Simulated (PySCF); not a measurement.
Species: C3H9NSi.
Atom-mapped SMILES: `[SiH3:1][NH:2][CH:3]1[CH2:4][CH2:5]1` (hydrogens: H6, H7, H8 on Si1; H9 on N2; H10 on C3; H11, H12 on C4; H13, H14 on C5)

Jobs on this species (14 atoms, 48 electrons) with PySCF (density fitting). Hardware of each: Arm Neoverse V1, one thread (shared host). Times come from a shared host and carry two figures at best.

| level and settings | work | basis functions | SCF cycles | wall time |
| --- | --- | --- | --- | --- |
| CAM-B3LYP/def2-SVPD | 10 singlets by full TDDFT, 4 Tamm–Dancoff triplets, polarisability, ΔSCF ions | 176 | ? | ? |
| PBE0-D3(BJ)/def2-SVP, grid level 1 | geometry optimisation from a GFN2-xTB start | 119 | 144 | 1.8 min |
| delta-SCF UKS SCAN, pcX-2 on the ionised atom, pcseg-1 elsewhere, spin-free X2C | ΔSCF core ionisation, 5 holes | 161 | 75 | 33 s |
| PBE0/pcSseg-1 | shieldings, ring-centre shieldings, charges and field gradients | 137 | 12 | 11 s |
| wB97X-D/pcSseg-2 | shieldings, ring-centre shieldings | 313 | 13 | 55 s |

Task: Fill in the missing figures.

Result: 
- CAM-B3LYP/def2-SVPD; 10 singlets by full TDDFT, 4 Tamm–Dancoff triplets, polarisability, ΔSCF ions: 43 s, 12 SCF cycles

Task: What do all jobs in the table cost together?

Result: About 4.2 min; the longest takes about 43 % of that, and about 9.8 times as long as the shortest.
